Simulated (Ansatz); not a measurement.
Geometry optimisation, DFT PBE-D3(BJ), scalar-relativistic, plane waves, PAW in Ansatz 0.2.0.

Input file:

```yaml
crystal:
  lattice:
    - [5.48, 0.0, 0.0]
    - [-4.11, 7.118729, 0.0]
    - [0.0, 0.0, 4.39496]
  atoms:
    - { symbol: Tc, position: [0.0, 0.0, 0.0] }
    - { symbol: Tc, position: [0.16666666, 0.22222222, 0.5] }
    - { symbol: Tc, position: [-1.0e-08, 0.33333332, 0.0] }
    - { symbol: Tc, position: [0.16666666, 0.55555554, 0.5] }
    - { symbol: Tc, position: [-1.0e-08, 0.66666665, 0.0] }
    - { symbol: Tc, position: [0.16666665, 0.88888887, 0.5] }
    - { symbol: Tc, position: [0.5, 0.0, 0.0] }
    - { symbol: Tc, position: [0.66666666, 0.22222222, 0.5] }
    - { symbol: Tc, position: [0.49999999, 0.33333332, 0.0] }
    - { symbol: Tc, position: [0.66666666, 0.55555554, 0.5] }
    - { symbol: Tc, position: [0.49999999, 0.66666665, 0.0] }
    - { symbol: Tc, position: [0.66666665, 0.88888887, 0.5] }
    - { symbol: Li, position: [0.83640638, 0.44346236, 0.25160167] }
basis:
  ecutwfc: 600.0
kpoints:
  mp_grid: { grid: [4, 3, 4] }
hamiltonian:
  xc: pbe
  dispersion: d3bj
scf:
  occupations: { method: gaussian, width: 0.05 }
  lower_state_search: "off"
relax:
  f_tol: 0.03
  max_steps: 60
  adjacent_minimum: "off"
output:
  write_density: true
  write_potential: true
  elf: true
  volumetric_format: npy
```

Command:

```bash
$ ansatz run input.yaml --threads 4 --pin off --max-ram 10240MiB --backend cpu --events-out ev --progress --plain --runs-dir out
```

Where does it end, and by what steps?

The run converged. Limits of this set-up: coarse k mesh. After 5 steps the energy has fallen by 2.250 eV; Tc3 moved furthest, 0.20 Å.

```
step  energy less start (eV)  largest force component (eV/Å)  accepted
   0                  0.0000                           3.620       yes
   1                 -1.7121                           1.559       yes
   2                 -2.2103                           0.319       yes
   3                 -2.2445                           0.162       yes
   4                 -2.2493                           0.054       yes
   5                 -2.2499                           0.021       yes
```

```xyz
13
Lattice="5.4800 0.0000 0.0000 -4.1100 7.1187 0.0000 0.0000 0.0000 4.3950" Properties=species:S:1:pos:R:3
Tc -0.015 -0.024 -0.052
Tc -0.001 1.580 2.148
Tc -1.271 2.312 -0.158
Tc -1.270 4.029 2.342
Tc -2.733 4.898 -0.096
Tc -2.761 6.308 2.191
Tc 2.765 0.018 0.007
Tc 2.734 1.429 2.294
Tc 1.274 2.299 -0.143
Tc 1.275 4.014 2.355
Tc 0.003 4.747 0.051
Tc 0.019 6.351 2.251
Li 2.744 3.164 1.099
```

Run time: 2.5 min on 4 threads of Arm Neoverse V1, with other jobs on the host, peak memory 1.5 GiB.
